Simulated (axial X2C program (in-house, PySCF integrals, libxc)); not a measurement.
## MgTe⁻: bond constants with and without spin–orbit coupling

Calculated with an in-house all-electron X2C program for linear molecules (integrals from PySCF). Spin-free means the one-electron spin-free X2C Hamiltonian; two-component (2c) means X2C with spin–orbit coupling and atomic mean-field two-electron Coulomb and Gaunt terms, so the difference of the two also holds small scalar two-electron terms. Basis: Te dyall-acv3z [12s13p9d5f1g], Mg dyall-av3z [10s9p6d4f] (cores contracted in-house); Gaussian nuclei, density fitting, unrestricted open shells. Masses: Te 129.906 u, Mg 23.985 u.

State, spin-free: M_S = 1/2, Λ = 0 (beyond evenly filled blocks: σα); electrons by block: σα: 15, σβ: 14, π+α: 7, π+β: 7, π-α: 7, π-β: 7, δ+α: 2, δ+β: 2, δ-α: 2, δ-β: 2. Fragments: Te- + Mg.

State, 2c: Ω = 1/2 (⟨Sz⟩ = 0.49, ⟨Lz⟩ = 0.01 at PBE0); electrons by block: 1/2: 22, -1/2: 21, 3/2: 9, -3/2: 9, 5/2: 2, -5/2: 2. Fragments: Te- + Mg.

```
Hamiltonian    level  Re (Å)  ωe (cm⁻¹)  ωexe (cm⁻¹)  Be (cm⁻¹)  αe (cm⁻¹)  De (eV)  D0 (eV)  k (mdyn/Å)  μ (D)
  spin-free     PBE0   2.552      321.2         1.44     0.1278   0.000687     1.71     1.69        1.23  -1.06
  spin-free       HF   2.554      334.0         2.02     0.1277   0.000699     1.13     1.11        1.33   0.02
  spin-free     CCSD   2.565      321.2         1.88     0.1266   0.000742     1.46     1.44        1.23    n/a
  spin-free  CCSD(T)   2.571      320.0         1.48     0.1259   0.000688     1.59     1.57        1.22    n/a
  spin-free     PW91   2.572      308.4         1.36     0.1259   0.000689     1.77     1.75        1.13  -1.40
         2c     PBE0   2.559      313.9         1.62     0.1271   0.000734     1.57     1.55        1.18  -1.22
         2c     PW91   2.580      300.9          1.5     0.1251   0.000733     1.62     1.60        1.08  -1.56
```

Correlated methods: 9 electrons correlated (number of frozen shells: Te 4 s, 3 p, 2 d; Mg 2 s, 1 p), 355 virtual spin orbitals or spinors in MP2, 90 natural virtuals in coupled cluster.

Dipoles are positive if Mg is the positive end and refer to the centre of mass.

One determinant describes the state; a PBE0 search over occupations chose it and may have missed a lower one. De is counted from the lowest determinant-based energies of the atoms at the same level, without counterpoise correction. Density functionals use the spin component along the axis (collinear). Coupled cluster ran in a truncated set of natural virtual spinors; the MP2 energy of the rest was added. (T) has no such correction and the atoms are truncated less, which lowers De at CCSD(T) by a hundredth of an eV or more. The functionals have no current-density term, which raises determinants with orbital currents, atoms included. The highest occupied level of some functionals is positive through self-interaction error; at Hartree–Fock it is bound. The determinant is spin-polarised beyond a pure state at some levels (its spin-free form has ⟨S²⟩ too high), which makes Re and μ there less reliable. The stretched end of a curve changes character and is left out. With the outer-core shells frozen, correlated bond lengths of heavy atoms tend to come out a few hundredths of an ångström too long. Hartree–Fock gets electron affinities wrong, so its lowest charge split need not be the true one.

No reliable constants came from CCSD (2c), CCSD(T) (2c), HF (2c), MP2 (2c), MP2 (spin-free): no minimum in range, unconverged points, a curve that is not smooth, a change of character along it, or the two Hamiltonians disagreeing along it.

Rough cost a point (2c) on 1 thread(s) of a shared host, integrals apart: PBE0 1.4 s, PW91 0.5 s.

The whole task took 2.8 min on 1 thread of Arm Neoverse V1 (shared host).
